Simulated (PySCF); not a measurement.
## Potential energy of CsRb along the bond

Set-up: Cs def2-SVP with ECP46, Rb def2-SVP with ECP28; scalar-relativistic core potentials (PySCF 2.14). Energies in eV from Cs + Rb in their ground configurations at the same level. State: ¹Σ⁺ (singlet), closed shell.

Curves on a restricted Hartree–Fock reference rise too fast on stretching and do not dissociate correctly.

```csv
R (Å),revPBE,PBE,RHF-CCSD
3.898,-0.3270,-0.4004,
4.080,-0.3952,-0.4579,-0.2616
4.261,-0.4385,-0.4913,-0.2953
4.397,-0.4575,-0.5034,-0.3087
4.533,-0.4669,-0.5065,-0.3136
4.669,-0.4682,-0.5019,-0.3112
4.850,-0.4598,-0.4863,-0.2989
5.077,-0.4366,-0.4553,-0.2720
5.349,-0.3960,-0.4070,-0.2283
5.712,-0.3296,-0.3326,
```

Put a parabola through the three lowest points of the revPBE curve and estimate Re, k and ωe (reduced mass 51.81 u; 1 eV/Å² = 0.16022 mdyn/Å; ωe = 1302.8·√(k/μ) cm⁻¹).

Through R = 4.533, 4.669, 4.85 Å the second-order coefficient is 0.177 eV/Å², so Re ≈ 4.628 Å, k ≈ 0.0566 mdyn/Å and ωe ≈ 43 cm⁻¹. A polynomial fit of higher order to the unrounded revPBE energies gives Re = 4.625 Å, k = 0.0617 mdyn/Å, ωe = 45.0 cm⁻¹; anharmonicity and rounding make the difference.

The higher-order fit for each curve: revPBE: Re = 4.625 Å, ωe = 45.0 cm⁻¹, De = 0.469 eV; PBE: Re = 4.515 Å, ωe = 47.0 cm⁻¹, De = 0.51 eV; RHF-CCSD: Re = 4.553 Å, ωe = 44.6 cm⁻¹, De = 0.314 eV.

Correlated steps freeze no core orbitals. Closed-shell solutions of metal pairs were not tested for spin polarisation, which can lower them a little. Correlated levels converge slowly with the basis: in double zeta they bind strong bonds too weakly, by up to about 1 eV, and carry superposition errors of some tenths. Spin–orbit coupling is left out. Where the molecule has an RHF reference, its open-shell atoms are computed with UHF.
